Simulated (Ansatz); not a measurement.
`N[Si](F)(Cl)Br` + HCl → `N[Si](F)(Cl)Cl` + HBr  (ligand exchange at the Si–Br bond)

Calculated with Ansatz (gas phase, PBE0-D4/def2-TZVP geometries, no zero-point term in ΔE). CBS: MP2 limit from def2 TZ/QZ plus the TZ coupled-cluster correction, frozen cores. This one scheme is used for every species. Functionals use def2-TZVPP. For Br outer-core shells are correlated without core-valence functions, which leaves a few kJ/mol of doubt a bond. Scalar relativity is left out up to krypton. One conformer a species, not always the lowest.

`N[Si](F)(Cl)Br`:

```xyz
7

N     0.392    0.376    0.954
Si   -0.180   -0.145   -0.533
F    -0.360    1.001   -1.613
Cl    1.154   -1.448   -1.333
Br   -2.170   -1.033   -0.283
H    -0.208    0.771    1.658
H     1.373    0.479    1.150
```

HCl:

```xyz
2

Cl   -0.428   -0.194    0.434
H     0.428    0.194   -0.434
```

`N[Si](F)(Cl)Cl`:

Z-matrix (Å, degrees):
```
Si
F 1 1.585
Cl 1 2.027 2 105.7
N 1 1.676 2 114.8 3 120.5
Cl 1 2.027 2 105.7 3 -119.0
H 4 1.005 1 122.5 2 -82.5
H 4 1.005 1 122.4 2 83.0
```

HBr:

Cartesian coordinates in Å:
```
Br -0.386 -0.525 -0.283
H 0.386 0.525 0.283
```

```
         level  ΔE (eV)
       BLYP-D4    -0.09
MP2/def2-QZVPP    -0.05
```

(1) What does CCSD(T)/CBS give? (Estimate.)

Largest T1 diagnostic among the species: 0.010.

Results:

(1) The calculation gave: -0.05 eV. The listed levels differ from it by -0.04, 0.00 eV.

Leaving LDA and LC-ωPBE aside and taking each functional with its dispersion term where it has one, the values, not all of them listed here, spread over 0.06 eV, from B97M-V to PBE-D4. At CCSD(T), def2-SVP lies −0.07 eV from the extrapolated value and def2-TZVPP −0.03 eV.
